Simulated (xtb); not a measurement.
C5H8O, charge -1, doublet, geometry from GFN2-xTB (a state made from the parent by changing its charge; the spin is typed, not shown lowest); GFN2-xTB with ALPB(acetonitrile) run with xtb.

Here is a job for xtb.
```
$ xtb mol.xyz --gfn 2 --chrg -1 --uhf 1 --alpb acetonitrile --json

# file mol.xyz
14

O      0.88502756     1.89138057    -0.62225082
C      0.38756476     0.85731762     0.00515967
C      1.13479625    -0.47939487     0.11570043
C      0.06091587    -1.55598187    -0.03557877
C     -1.19579130    -0.89337487     0.52585615
C     -1.11128514     0.53554569     0.00116732
H      1.93200250    -0.57598887    -0.63485990
H      1.62284296    -0.58463938     1.10398020
H      0.30327202    -2.49627006     0.47880154
H     -0.09341948    -1.78081320    -1.09525764
H     -1.14880603    -0.89288776     1.61946600
H     -2.11387555    -1.41390551     0.22542133
H     -1.55104327     0.59299776    -1.01598282
H     -1.68839625     1.23579241     0.62260895
```

What does xtb print? Leave out banner, timings and long lists.


```
   ID    Z sym.   atoms
    1    8 O      1
    2    6 C      2-6
    3    1 H      7-14

           -------------------------------------------------
          |                Calculation Setup                |
           -------------------------------------------------

           -------------------------------------------------
          |                 G F N 2 - x T B                 |
           -------------------------------------------------

      * Solvation model:               ALPB
        Solvent                        acetonitrile
        Parameter file                 internal GFN2-xTB/ALPB
        Dielectric constant                3.7500E+01
        Reference state                gsolv [1 M gas/solution]
        Free energy shift                  5.1987E-03 Eh       3.2622E+00 kcal/mol
        Temperature                        2.9815E+02 K
        Density                            7.8600E-01 kg/L
        Solvent mass                       4.1050E+01 g/mol
        Interaction kernel             P16
        Born radius scaling (c1)           1.7214E+00
        Born radii integrator          GBOBC
        Born offset                        0.0000E+00 a0       0.0000E+00 AA
        H-bond correction              true
        Ion screening                  false
        Surface tension                    1.0000E-05 Eh       1.5569E+01 dyn/cm
        Grid points                               230 per atom

          ...................................................
          :                      SETUP                      :
          :.................................................:
          :  # basis functions                  32          :
          :  # atomic orbitals                  32          :
          :  # shells                           20          :
          :  # electrons                        35          :
          :  max. iterations                   250          :
          :  Hamiltonian                  GFN2-xTB          :
          :  restarted?                      false          :
          :  GBSA solvation                   true          :
          :  PC potential                    false          :
          :  electronic temp.          300.0000000     K    :
          :  accuracy                    1.0000000          :
          :  -> integral cutoff          0.2500000E+02      :
          :  -> integral neglect         0.1000000E-07      :
          :  -> SCF convergence          0.1000000E-05 Eh   :
          :  -> wf. convergence          0.1000000E-03 e    :
          :  Broyden damping             0.4000000          :
          :  net charge                         -1          :
          :  unpaired electrons                  1          :
          ...................................................

 iter      E             dE          RMSdq      gap      omega  full diag
   1    -19.1629420 -0.191629E+02  0.372E+00    9.04       0.0  T
   2    -19.2653548 -0.102413E+00  0.173E+00    7.59       1.0  T
   3    -19.2664513 -0.109658E-02  0.946E-01    7.50       1.0  T
   4    -19.2667456 -0.294221E-03  0.187E-01    7.31       1.0  T
   5    -19.2667695 -0.238952E-04  0.715E-02    7.37       1.0  T
   6    -19.2667814 -0.119187E-04  0.231E-02    7.39       1.2  T
   7    -19.2667820 -0.666865E-06  0.817E-03    7.38       3.3  T
   8    -19.2667825 -0.503009E-06  0.213E-03    7.38      12.6  T
   9    -19.2667825 -0.420836E-08  0.407E-04    7.38      65.7  T
  10    -19.2667825 -0.941956E-09  0.762E-05    7.38     350.7  T

   *** convergence criteria satisfied after 10 iterations ***

         :::::::::::::::::::::::::::::::::::::::::::::::::::::
         ::                     SUMMARY                     ::
         :::::::::::::::::::::::::::::::::::::::::::::::::::::
         :: total energy             -19.058111454041 Eh    ::
         :: total w/o Gsasa/hb       -19.052319528814 Eh    ::
         :: gradient norm              0.020177728135 Eh/a0 ::
         :: HOMO-LUMO gap              7.382848131406 eV    ::
         ::.................................................::
         :: SCC energy               -19.266771580105 Eh    ::
         :: -> isotropic ES            0.190250641682 Eh    ::
         :: -> anisotropic ES          0.012364287931 Eh    ::
         :: -> anisotropic XC          0.004979189526 Eh    ::
         :: -> dispersion             -0.009497094283 Eh    ::
         :: -> Gsolv                  -0.092639770309 Eh    ::
         ::    -> Gelec               -0.086847845082 Eh    ::
         ::    -> Gsasa               -0.010927278805 Eh    ::
         ::    -> Ghb                 -0.000063301174 Eh    ::
         ::    -> Gshift               0.005198654751 Eh    ::
         :: repulsion energy           0.208660126064 Eh    ::
         :: add. restraining           0.000000000000 Eh    ::
         :: total charge              -1.000000000000 e     ::
         :::::::::::::::::::::::::::::::::::::::::::::::::::::

           -------------------------------------------------
          |                Property Printout                |
           -------------------------------------------------

    * Orbital Energies and Occupations

         #    Occupation            Energy/Eh            Energy/eV
      -------------------------------------------------------------
         1        2.0000           -0.5949496             -16.1894
       ...           ...                  ...                  ...
         6        2.0000           -0.4904989             -13.3472
         7        2.0000           -0.4873894             -13.2625
         8        2.0000           -0.4568824             -12.4324
         9        2.0000           -0.4521689             -12.3041
        10        2.0000           -0.4260481             -11.5934
        11        2.0000           -0.4098502             -11.1526
        12        2.0000           -0.4094002             -11.1403
        13        2.0000           -0.3975050             -10.8167
        14        2.0000           -0.3962780             -10.7833
        15        2.0000           -0.3755790             -10.2200
        16        2.0000           -0.3374302              -9.1819
        17        2.0000           -0.2772196              -7.5435
        18        1.0000           -0.1501003              -4.0844 (HOMO)
        19                          0.1212144               3.2984 (LUMO)
        20                          0.1245957               3.3904
        21                          0.1294551               3.5227
        22                          0.1529106               4.1609
        23                          0.1595214               4.3408
        24                          0.1678253               4.5668
        25                          0.1944809               5.2921
        26                          0.2119485               5.7674
        27                          0.2653938               7.2217
        28                          0.2735261               7.4430
        29                          0.2967821               8.0759
       ...                                ...                  ...
        32                          0.5059169              13.7667
      -------------------------------------------------------------
                  HL-Gap            0.2713147 Eh            7.3828 eV
             Fermi-level           -0.1140514 Eh           -3.1035 eV

     #   Z          covCN         q      C6AA      α(0)
     1   8 O        0.855    -0.732    29.588     7.293
     2   6 C        2.827     0.028    27.367     8.572
     3   6 C        3.817    -0.054    21.522     6.603
     4   6 C        3.824    -0.043    21.318     6.570
     5   6 C        3.827    -0.045    21.363     6.577
     6   6 C        3.818    -0.051    21.475     6.595
     7   1 H        0.923    -0.024     3.502     2.926
     8   1 H        0.922    -0.029     3.625     2.978
     9   1 H        0.923    -0.003     3.110     2.758
    10   1 H        0.924     0.003     3.004     2.710
    11   1 H        0.924     0.008     2.918     2.671
    12   1 H        0.924    -0.002     3.086     2.747
    13   1 H        0.922    -0.032     3.681     3.000
    14   1 H        0.923    -0.026     3.542     2.943

 Mol. C6AA /au·bohr⁶  :       1902.289419
 Mol. C8AA /au·bohr⁸  :      40893.493244
 Mol. α(0) /au        :         64.944486

Wiberg/Mayer (AO) data.
largest (>0.10) Wiberg bond orders for each atom

 ---------------------------------------------------------------------------
     #   Z sym  total        # sym  WBO       # sym  WBO       # sym  WBO
 ---------------------------------------------------------------------------
     1   8 O    1.593 --     2 C    1.464
     2   6 C    3.458 --     1 O    1.464     6 C    0.962     3 C    0.961
     3   6 C    3.976 --     4 C    1.004     7 H    0.973     8 H    0.968
                             2 C    0.961
     4   6 C    3.997 --     5 C    1.004     3 C    1.004    10 H    0.982
                             9 H    0.979
     5   6 C    3.998 --     6 C    1.009     4 C    1.004    11 H    0.982
                            12 H    0.980
     6   6 C    3.976 --     5 C    1.009    14 H    0.973     2 C    0.962
                            13 H    0.962
     7   1 H    0.999 --     3 C    0.973
     8   1 H    0.999 --     3 C    0.968
     9   1 H    1.000 --     4 C    0.979
    10   1 H    1.000 --     4 C    0.982
    11   1 H    1.000 --     5 C    0.982
    12   1 H    1.000 --     5 C    0.980
    13   1 H    0.998 --     6 C    0.962
    14   1 H    0.999 --     6 C    0.973
 ---------------------------------------------------------------------------

Topologies differ in total number of bonds
Writing topology from bond orders to xtbtopo.mol

molecular dipole:
                 x           y           z       tot (Debye)
 q only:       -1.128      -2.415       0.821
   full:       -1.295      -2.781       0.773       8.041
molecular quadrupole (traceless):
                xx          xy          yy          xz          yz          zz
 q only:        1.858      -5.660      -7.561       1.939       4.775       5.703
  q+dip:        2.654      -7.205      -9.529       2.509       5.280       6.874
   full:        2.626      -7.036      -9.223       2.352       5.206       6.597

           -------------------------------------------------
          | TOTAL ENERGY              -19.058111454041 Eh   |
          | GRADIENT NORM               0.020177728135 Eh/α |
          | HOMO-LUMO GAP               7.382848131406 eV   |
           -------------------------------------------------

normal termination of xtb
```
